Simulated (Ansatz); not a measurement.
Mulliken charges of `[AlH2][SiH]([SiH3])Cl` from ωB97M-V/def2-TZVPP in Ansatz (PBE0-D4/def2-TZVP geometry).

| atom | x (Å) | y (Å) | z (Å) | charge (e) |
| --- | --- | --- | --- | --- |
| Al1 | -1.268 | 1.599 | -0.994 | 0.376 |
| Si2 | 0.234 | -0.335 | -0.808 | 0.085 |
| Si3 | 0.847 | -0.829 | 1.399 | 0.026 |
| Cl4 | -0.665 | -2.041 | -1.597 | -0.227 |
| H5 | -2.774 | 1.412 | -1.453 | -0.097 |
| H6 | -0.709 | 3.034 | -0.608 | -0.106 |
| H7 | 1.494 | -0.122 | -1.581 | -0.019 |
| H8 | 1.704 | -2.043 | 1.458 | -0.007 |
| H9 | -0.373 | -1.054 | 2.220 | -0.015 |
| H10 | 1.592 | 0.329 | 1.967 | -0.016 |

**Question.** By hand: the dipole of these point charges (1 e Å = 4.8032 D).

**Answer.** Σ q r = (0.000, 0.583, 0.117) e Å, of length 0.595 e Å = 2.86 D.

**Question.** How does the dipole of the full density compare? (Best estimate.)

**Answer.** Ansatz gave: (0.059, 0.282, 0.080) e Å, 1.44 D; the point charges give 1.99 times that, at 12° from its direction.

Point charges leave out the atoms' own dipoles, such as those of lone pairs, and Mulliken's split depends on the basis, so the two needn't agree.
